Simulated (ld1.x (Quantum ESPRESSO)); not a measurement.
## What one change does to a pseudopotential (silver, TM)

- Element: Ag (Z = 47)
- Generator: ld1.x (Quantum ESPRESSO) 7.5
- Type: norm-conserving Troullier–Martins (Kleinman–Bylander form)
- Functional: PW91
- Relativity: scalar-relativistic
- Frozen core: [Kr]
- Valence charge: 11
- Reference configuration: 4d10 5s1 5p0
- Partial waves: 5p (bound, empty): rc 4.00 bohr; 4d (bound): rc 1.30 bohr; 5s (bound): rc 2.60 bohr
- Local potential: the s channel
- Core correction: Bessel-smoothed model core inside 1.35 bohr

Change: core correction none.

Cutoffs: the cutoffs (Ry, on a coarse ladder) from which the occupation-weighted sum of valence levels, in a spherical-Bessel basis at the reference potential, stays within 10 and 1 mRy of its value at 400 Ry; they do not see the model core or the augmentation charge, which bear on the density cutoff. Errors are all-electron minus pseudo energies relative to the spin-unpolarised reference configuration.

Q: Predict the effect on cutoff, ghosts and configuration errors.

A: The potential gets neither clearly harder nor softer (80 Ry and 110 Ry → 80 Ry and 110 Ry); of the 7 tests that both files solve, the error grows in 1 and shrinks in 4 by more than 15 % and 0.3 meV (median size 142.9 → 108.7 meV); neither file shows a bound ghost.

```tsv
quantity	base	changed
cutoff, loose	80 Ry	80 Ry
cutoff, tight	110 Ry	110 Ry
bound ghosts	none	none
error for 4d10 5s0 5p0, meV [ΔE 7.83 eV]	-13	+0.9
error for 4d9 5s0 5p0, meV [ΔE 30.02 eV]	-143	-79
error for 4d8 5s0 5p0, meV [ΔE 66.29 eV]	-747	-534
error for 4d10 5s0 5p1, meV [ΔE 3.90 eV]	-0.1	+3.9
error for 4d7 5s0 5p0, meV [ΔE 118.10 eV]	-2016	-1489
error for 4d9 5s2 5p0, meV [ΔE 4.07 eV]	-144	-125
error for 4d9 5s1 5p1, meV [ΔE 8.60 eV]	-126	-109
s: phases at 4.34 bohr within 0.05 rad from the reference energy up to (Ry; the scan ends near 5)	0.8	0.8
p: phases at 4.34 bohr within 0.05 rad from the reference energy up to (Ry; the scan ends near 5)	1.2	1.2
d: phases at 4.34 bohr within 0.05 rad from the reference energy up to (Ry; the scan ends near 5)	0.4	0.4
```
